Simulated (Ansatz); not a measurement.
Relaxation of the cluster Li6H7 with UKS PBE0-D4/def2-TZVP.

```sh
$ ansatz run in.yaml --threads 2 --pin off --events-out ev --progress --plain --max-ram 4352MiB
```

```yaml
crystal:
  periodic: [false, false, false]
  atoms:
    - {symbol: Li, position_ang: [-1.968640, -0.557570, -1.077260]}
    - {symbol: Li, position_ang: [-0.573570, 1.418060, 1.908160]}
    - {symbol: Li, position_ang: [-0.333130, 1.177400, -1.764170]}
    - {symbol: Li, position_ang: [0.197980, -0.963800, 1.786810]}
    - {symbol: Li, position_ang: [0.471830, -1.575260, -0.849440]}
    - {symbol: Li, position_ang: [1.305110, 0.898550, 0.141020]}
    - {symbol: H, position_ang: [0.429540, -3.045740, -1.049280]}
    - {symbol: H, position_ang: [0.488580, 2.176590, 0.984620]}
    - {symbol: H, position_ang: [-1.375600, 0.238890, -2.432920]}
    - {symbol: H, position_ang: [1.393740, -0.974160, 0.580050]}
    - {symbol: H, position_ang: [1.299610, 1.095120, -1.449790]}
    - {symbol: H, position_ang: [0.146390, 0.155620, 2.910010]}
    - {symbol: H, position_ang: [-1.481840, -0.043700, 0.312180]}
basis:
  gaussian: {orbitals: def2-TZVP}
magnetization: {spin_polarized: true, initial_magnetization: 1}
hamiltonian: {xc: pbe0, dispersion: d4}
scf: {lower_state_search: "off"}
output: {orbitals: {seedname: orbitals}}
relax: {f_tol: 0.02, max_steps: 100}
```

Run time 48 s (2 threads of Arm Neoverse V2 on a shared host).

Positions (Å) and forces (eV/Å) at steps 1, 2, 3, 4, 5, 6, 7, 8, 9, 10, 11, 12, 13, 14, 15, 16, 17, 18, 19, 20 of 20:

```xyz
13
step=1 energy=-1335.6633 eV
Li   -1.969   -0.558   -1.077   -0.937   -0.075   -0.666
Li   -0.574    1.418    1.908   -0.521   -0.159    0.320
Li   -0.333    1.177   -1.764    0.357    0.947   -0.006
Li    0.198   -0.964    1.787   -0.221   -0.631   -0.133
Li    0.472   -1.575   -0.849    0.627    1.893   -0.052
Li    1.305    0.899    0.141    0.615    0.016    0.904
H     0.430   -3.046   -1.049   -0.192   -1.473   -0.053
H     0.489    2.177    0.985    0.201    0.201   -0.486
H    -1.376    0.239   -2.433   -0.422   -0.780   -0.157
H     1.394   -0.974    0.580   -0.167    0.010   -0.407
H     1.300    1.095   -1.450   -0.057   -0.357   -0.402
H     0.146    0.156    2.910   -0.149    0.459    0.219
H    -1.482   -0.044    0.312    0.866   -0.050    0.919
13
step=2 energy=-1336.5454 eV
Li   -2.097   -0.519   -1.056   -0.324    0.065    0.006
Li   -0.635    1.428    1.908   -0.101   -0.173   -0.009
Li   -0.337    1.266   -1.796    0.235    0.416    0.098
Li    0.151   -1.030    1.791   -0.238   -0.192   -0.179
Li    0.573   -1.444   -0.941    0.299    1.283   -0.328
Li    1.435    0.911    0.234    0.192    0.103    0.417
H     0.401   -3.058   -1.030   -0.138   -0.614    0.144
H     0.473    2.187    0.923   -0.004    0.142   -0.282
H    -1.388    0.161   -2.415   -0.185   -0.360   -0.040
H     1.348   -0.966    0.533    0.087   -0.105   -0.072
H     1.292    0.994   -1.440   -0.039   -0.500   -0.168
H     0.103    0.190    2.900   -0.082    0.147    0.116
H    -1.321   -0.122    0.390    0.298   -0.213    0.297
13
step=3 energy=-1337.0100 eV
Li   -2.161   -0.497   -1.030   -0.057    0.094    0.207
Li   -0.649    1.408    1.887    0.062   -0.126   -0.077
Li   -0.321    1.313   -1.791    0.205    0.171    0.131
Li    0.104   -1.059    1.757   -0.206    0.012   -0.116
Li    0.634   -1.280   -1.027    0.190    1.063   -0.363
Li    1.485    0.925    0.294    0.064    0.151    0.124
H     0.381   -3.029   -0.981   -0.037   -0.158    0.218
H     0.453    2.216    0.869   -0.122    0.046   -0.226
H    -1.395    0.119   -2.397   -0.060   -0.154    0.052
H     1.363   -0.982    0.517    0.067   -0.234    0.019
H     1.292    0.859   -1.442   -0.088   -0.604   -0.040
H     0.081    0.192    2.900   -0.073   -0.032    0.018
H    -1.268   -0.184    0.446    0.055   -0.228    0.053
13
step=4 energy=-1337.3746 eV
Li   -2.186   -0.481   -1.001    0.054    0.072    0.251
Li   -0.642    1.387    1.873    0.055   -0.113   -0.065
Li   -0.297    1.344   -1.771    0.180    0.040    0.144
Li    0.060   -1.069    1.727   -0.119    0.056   -0.087
Li    0.673   -1.106   -1.106    0.153    0.732   -0.205
Li    1.509    0.940    0.320    0.049    0.020   -0.014
H     0.387   -2.980   -0.925    0.022    0.050    0.214
H     0.420    2.230    0.810   -0.142   -0.014   -0.256
H    -1.395    0.100   -2.376    0.017   -0.023    0.109
H     1.372   -1.023    0.511   -0.017   -0.234   -0.026
H     1.283    0.708   -1.448   -0.126   -0.383    0.019
H     0.063    0.181    2.906   -0.068   -0.056   -0.045
H    -1.247   -0.231    0.479   -0.056   -0.148   -0.039
13
step=5 energy=-1337.6111 eV
Li   -2.190   -0.461   -0.939    0.093    0.030    0.173
Li   -0.637    1.357    1.835   -0.030   -0.090   -0.106
Li   -0.264    1.382   -1.712    0.129    0.057    0.212
Li    0.020   -1.077    1.688   -0.079   -0.017   -0.082
Li    0.715   -0.932   -1.180   -0.093   -0.190   -0.028
Li    1.544    0.923    0.329    0.011   -0.042   -0.060
H     0.413   -2.897   -0.828    0.052    0.161    0.203
H     0.357    2.200    0.676   -0.117   -0.071   -0.257
H    -1.376    0.107   -2.312    0.078    0.048    0.122
H     1.360   -1.107    0.491   -0.059   -0.099   -0.122
H     1.271    0.610   -1.447    0.099    0.273   -0.018
H     0.036    0.163    2.888    0.010   -0.011   -0.061
H    -1.249   -0.268    0.511   -0.094   -0.051    0.023
13
step=6 energy=-1337.8305 eV
Li   -2.174   -0.441   -0.877    0.083    0.025    0.089
Li   -0.661    1.316    1.754   -0.089   -0.131   -0.121
Li   -0.222    1.440   -1.598    0.111    0.117    0.277
Li   -0.007   -1.113    1.648   -0.084   -0.024   -0.055
Li    0.714   -0.907   -1.228   -0.136   -0.182   -0.156
Li    1.567    0.897    0.322   -0.007   -0.034   -0.058
H     0.426   -2.838   -0.707    0.071    0.253    0.220
H     0.278    2.135    0.511   -0.143   -0.076   -0.230
H    -1.316    0.144   -2.217    0.096    0.009    0.120
H     1.333   -1.135    0.441   -0.070   -0.107   -0.101
H     1.310    0.643   -1.450    0.186    0.143   -0.009
H     0.037    0.153    2.829    0.113    0.035   -0.064
H    -1.284   -0.294    0.572   -0.131   -0.028    0.089
13
step=7 energy=-1338.1214 eV
Li   -2.155   -0.423   -0.829    0.098    0.009    0.065
Li   -0.715    1.256    1.666   -0.081   -0.152   -0.106
Li   -0.163    1.507   -1.462    0.088    0.057    0.132
Li   -0.042   -1.152    1.613   -0.049   -0.031   -0.045
Li    0.701   -0.879   -1.316   -0.188   -0.227   -0.195
Li    1.578    0.867    0.316   -0.031   -0.054    0.013
H     0.437   -2.739   -0.570    0.081    0.373    0.225
H     0.185    2.056    0.359   -0.117   -0.046   -0.096
H    -1.225    0.172   -2.114    0.136   -0.037    0.117
H     1.288   -1.152    0.381   -0.120   -0.141   -0.125
H     1.369    0.648   -1.458    0.225    0.193    0.001
H     0.099    0.167    2.752    0.173    0.059   -0.110
H    -1.358   -0.328    0.661   -0.213   -0.001    0.124
13
step=8 energy=-1338.3962 eV
Li   -2.129   -0.421   -0.803    0.085   -0.022    0.084
Li   -0.759    1.205    1.621   -0.044   -0.089   -0.055
Li   -0.118    1.536   -1.411    0.075    0.001   -0.066
Li   -0.068   -1.175    1.592   -0.047   -0.057   -0.048
Li    0.670   -0.876   -1.412   -0.115   -0.062   -0.184
Li    1.561    0.828    0.328   -0.033   -0.029    0.097
H     0.462   -2.587   -0.449    0.074    0.447    0.231
H     0.133    2.024    0.310   -0.096   -0.057    0.044
H    -1.146    0.151   -2.057    0.186   -0.059    0.117
H     1.220   -1.201    0.309   -0.169   -0.158   -0.152
H     1.437    0.672   -1.455    0.116    0.054    0.004
H     0.188    0.188    2.686    0.175    0.026   -0.198
H    -1.452   -0.344    0.742   -0.206    0.004    0.126
13
step=9 energy=-1338.6412 eV
Li   -2.100   -0.433   -0.779    0.092   -0.026    0.087
Li   -0.786    1.178    1.608   -0.013   -0.066   -0.038
Li   -0.083    1.550   -1.418    0.084   -0.028   -0.048
Li   -0.095   -1.203    1.569   -0.043   -0.029   -0.065
Li    0.642   -0.873   -1.487   -0.053   -0.009   -0.090
Li    1.543    0.807    0.355   -0.075   -0.027    0.129
H     0.485   -2.422   -0.348    0.050    0.485    0.192
H     0.096    1.997    0.302   -0.085   -0.024    0.025
H    -1.075    0.117   -2.013    0.159   -0.069    0.083
H     1.150   -1.253    0.245   -0.188   -0.170   -0.165
H     1.478    0.683   -1.443    0.081   -0.002   -0.017
H     0.268    0.193    2.607    0.173    0.002   -0.212
H    -1.524   -0.342    0.804   -0.183   -0.036    0.119
13
step=10 energy=-1338.8614 eV
Li   -2.065   -0.446   -0.755    0.072   -0.053    0.057
Li   -0.798    1.157    1.594   -0.028   -0.034   -0.005
Li   -0.052    1.545   -1.422    0.076   -0.003   -0.036
Li   -0.114   -1.222    1.544   -0.072   -0.032   -0.038
Li    0.625   -0.868   -1.531   -0.001    0.018   -0.097
Li    1.511    0.790    0.392   -0.046    0.038    0.141
H     0.497   -2.243   -0.271    0.044    0.425    0.195
H     0.065    1.993    0.297   -0.074   -0.037   -0.012
H    -1.020    0.085   -1.987    0.117   -0.050    0.100
H     1.082   -1.315    0.187   -0.225   -0.185   -0.182
H     1.513    0.683   -1.435    0.053   -0.042    0.025
H     0.342    0.194    2.528    0.177   -0.005   -0.241
H    -1.588   -0.354    0.859   -0.092   -0.042    0.093
13
step=11 energy=-1339.0417 eV
Li   -2.038   -0.480   -0.736    0.064   -0.109    0.020
Li   -0.816    1.145    1.592   -0.017   -0.032   -0.075
Li   -0.016    1.548   -1.430    0.008   -0.030    0.021
Li   -0.144   -1.245    1.533   -0.220    0.009    0.056
Li    0.622   -0.863   -1.583   -0.066    0.100   -0.245
Li    1.493    0.807    0.450   -0.120    0.195    0.144
H     0.510   -2.067   -0.189   -0.280   -0.314   -0.038
H     0.028    1.980    0.286   -0.006    0.037    0.010
H    -0.973    0.064   -1.944    0.107    0.002    0.080
H     0.976   -1.395    0.117    0.186    0.345    0.091
H     1.542    0.671   -1.407    0.105   -0.120    0.104
H     0.433    0.198    2.418    0.242   -0.046   -0.279
H    -1.617   -0.364    0.893   -0.004   -0.035    0.111
13
step=12 energy=-1339.1858 eV
Li   -2.000   -0.536   -0.716    0.061   -0.127    0.021
Li   -0.824    1.130    1.570    0.002    0.000   -0.071
Li    0.010    1.539   -1.417    0.016   -0.022    0.025
Li   -0.218   -1.263    1.541   -0.009   -0.051   -0.045
Li    0.613   -0.855   -1.651    0.044   -0.003   -0.051
Li    1.456    0.884    0.513   -0.039   -0.044    0.116
H     0.458   -2.056   -0.182    0.095    0.307    0.162
H     0.007    2.008    0.284   -0.036    0.067    0.012
H    -0.938    0.063   -1.905    0.038    0.021    0.036
H     0.950   -1.349    0.110   -0.257   -0.205   -0.144
H     1.582    0.626   -1.347    0.021    0.000    0.075
H     0.551    0.190    2.265    0.121    0.017   -0.236
H    -1.647   -0.380    0.935   -0.056    0.040    0.099
13
step=13 energy=-1339.2787 eV
Li   -1.947   -0.633   -0.694   -0.043   -0.115    0.017
Li   -0.828    1.131    1.526   -0.026    0.037   -0.030
Li    0.021    1.529   -1.385    0.004    0.048    0.031
Li   -0.263   -1.284    1.531   -0.041   -0.004    0.100
Li    0.623   -0.848   -1.707    0.053    0.025   -0.128
Li    1.425    0.903    0.583    0.111    0.119   -0.083
H     0.430   -1.996   -0.144   -0.303   -0.390   -0.150
H     0.002    2.065    0.290   -0.009    0.022    0.019
H    -0.912    0.065   -1.872    0.033   -0.018    0.070
H     0.875   -1.362    0.071    0.261    0.479    0.146
H     1.606    0.610   -1.281   -0.028   -0.105    0.119
H     0.646    0.192    2.095   -0.012   -0.137   -0.103
H    -1.678   -0.370    0.986    0.001    0.039   -0.007
13
step=14 energy=-1339.3338 eV
Li   -1.935   -0.822   -0.661    0.052    0.026    0.005
Li   -0.810    1.139    1.472   -0.032   -0.075   -0.049
Li    0.043    1.528   -1.347   -0.088   -0.068    0.064
Li   -0.325   -1.321    1.554   -0.010    0.051    0.052
Li    0.678   -0.848   -1.794   -0.053    0.032    0.042
Li    1.497    0.973    0.591    0.004    0.037   -0.054
H     0.344   -1.882   -0.160    0.121    0.018   -0.005
H     0.034    2.124    0.303    0.079    0.047    0.006
H    -0.881    0.021   -1.759    0.019    0.022   -0.087
H     0.786   -1.228    0.051   -0.137   -0.033   -0.031
H     1.607    0.558   -1.188    0.073   -0.012   -0.056
H     0.669    0.113    1.936    0.029   -0.028    0.111
H    -1.706   -0.354    1.003   -0.057   -0.017    0.002
13
step=15 energy=-1339.3525 eV
Li   -1.900   -0.840   -0.672    0.017    0.010    0.000
Li   -0.806    1.111    1.437    0.009    0.007    0.034
Li    0.011    1.504   -1.311    0.006   -0.001   -0.032
Li   -0.336   -1.314    1.592    0.029   -0.009    0.028
Li    0.670   -0.841   -1.800    0.032    0.001    0.014
Li    1.522    0.987    0.579    0.019   -0.003    0.021
H     0.337   -1.868   -0.156    0.088    0.069    0.020
H     0.071    2.148    0.322    0.006   -0.047   -0.011
H    -0.887    0.015   -1.810   -0.006    0.006    0.018
H     0.731   -1.179    0.055   -0.156   -0.055   -0.059
H     1.627    0.553   -1.204   -0.028    0.006   -0.016
H     0.695    0.102    1.963   -0.045    0.012    0.003
H    -1.734   -0.379    1.006    0.030    0.004   -0.020
13
step=16 energy=-1339.3651 eV
Li   -1.866   -0.857   -0.673    0.028    0.023    0.016
Li   -0.801    1.103    1.445    0.032    0.009    0.005
Li    0.009    1.495   -1.313    0.029   -0.004   -0.010
Li   -0.332   -1.318    1.628    0.045   -0.010    0.000
Li    0.680   -0.838   -1.817    0.057   -0.003    0.017
Li    1.534    0.993    0.580   -0.017   -0.046    0.018
H     0.327   -1.859   -0.161    0.027    0.098    0.027
H     0.083    2.129    0.322   -0.026   -0.008   -0.003
H    -0.878    0.009   -1.823   -0.029   -0.015   -0.006
H     0.636   -1.122    0.037   -0.109   -0.050   -0.052
H     1.629    0.552   -1.209   -0.014    0.007   -0.008
H     0.694    0.103    1.980   -0.014    0.013   -0.008
H    -1.716   -0.389    1.004   -0.009   -0.015    0.003
13
step=17 energy=-1339.3856 eV
Li   -1.800   -0.870   -0.657    0.068    0.016    0.031
Li   -0.791    1.086    1.454    0.032    0.008   -0.009
Li    0.015    1.473   -1.321    0.038    0.001    0.015
Li   -0.315   -1.328    1.682    0.066   -0.003   -0.058
Li    0.719   -0.835   -1.852    0.051   -0.020    0.060
Li    1.539    0.981    0.583   -0.033   -0.072    0.009
H     0.286   -1.810   -0.173    0.005    0.170    0.041
H     0.083    2.105    0.316   -0.040    0.013    0.000
H    -0.857   -0.015   -1.850   -0.039   -0.007   -0.048
H     0.479   -1.016    0.000   -0.106   -0.135   -0.055
H     1.644    0.547   -1.216   -0.001    0.021   -0.004
H     0.697    0.101    2.006    0.017    0.024   -0.014
H    -1.698   -0.418    1.026   -0.059   -0.016    0.033
13
step=18 energy=-1339.4065 eV
Li   -1.705   -0.870   -0.625    0.058    0.002    0.018
Li   -0.784    1.068    1.467    0.006    0.005   -0.008
Li    0.030    1.455   -1.334    0.021    0.005    0.019
Li   -0.282   -1.334    1.721    0.058    0.020   -0.106
Li    0.769   -0.833   -1.870    0.009   -0.019    0.098
Li    1.532    0.956    0.582   -0.039   -0.064   -0.006
H     0.223   -1.764   -0.189   -0.026    0.197    0.036
H     0.066    2.079    0.308   -0.028    0.020   -0.001
H    -0.832   -0.037   -1.895   -0.033    0.005   -0.067
H     0.309   -0.926   -0.043   -0.015   -0.190   -0.023
H     1.664    0.551   -1.224    0.018    0.015    0.011
H     0.706    0.104    2.029    0.043    0.015   -0.020
H    -1.696   -0.450    1.073   -0.073   -0.013    0.049
13
step=19 energy=-1339.4197 eV
Li   -1.651   -0.850   -0.603   -0.007    0.007   -0.004
Li   -0.789    1.062    1.477   -0.002    0.008    0.002
Li    0.039    1.455   -1.348    0.004    0.012    0.005
Li   -0.252   -1.330    1.702    0.015    0.015   -0.057
Li    0.790   -0.835   -1.841   -0.016   -0.004    0.046
Li    1.514    0.928    0.574   -0.013    0.004   -0.002
H     0.175   -1.753   -0.195   -0.002    0.023    0.007
H     0.042    2.065    0.300   -0.011    0.008   -0.005
H    -0.825   -0.038   -1.933    0.007   -0.012   -0.012
H     0.273   -0.911   -0.048    0.002   -0.016    0.006
H     1.681    0.563   -1.225    0.005   -0.016    0.010
H     0.722    0.110    2.024    0.019   -0.016   -0.006
H    -1.720   -0.465    1.115   -0.001   -0.013    0.012
13
step=20 energy=-1339.4219 eV
Li   -1.649   -0.839   -0.603   -0.012    0.004    0.000
Li   -0.789    1.061    1.482   -0.003   -0.014    0.005
Li    0.044    1.457   -1.351    0.001   -0.012   -0.010
Li   -0.236   -1.330    1.677    0.005   -0.007   -0.014
Li    0.790   -0.843   -1.816    0.000   -0.009    0.013
Li    1.509    0.938    0.575    0.007   -0.010   -0.002
H     0.160   -1.747   -0.195    0.008    0.012    0.001
H     0.025    2.070    0.296    0.009   -0.001    0.004
H    -0.819   -0.044   -1.944   -0.002    0.003    0.004
H     0.261   -0.900   -0.048    0.000   -0.010   -0.003
H     1.685    0.550   -1.209   -0.004    0.017    0.001
H     0.741    0.100    2.013   -0.012    0.018    0.000
H    -1.721   -0.474    1.125    0.003    0.008    0.000
```

The structure comes from a short search, and lower isomers may exist.
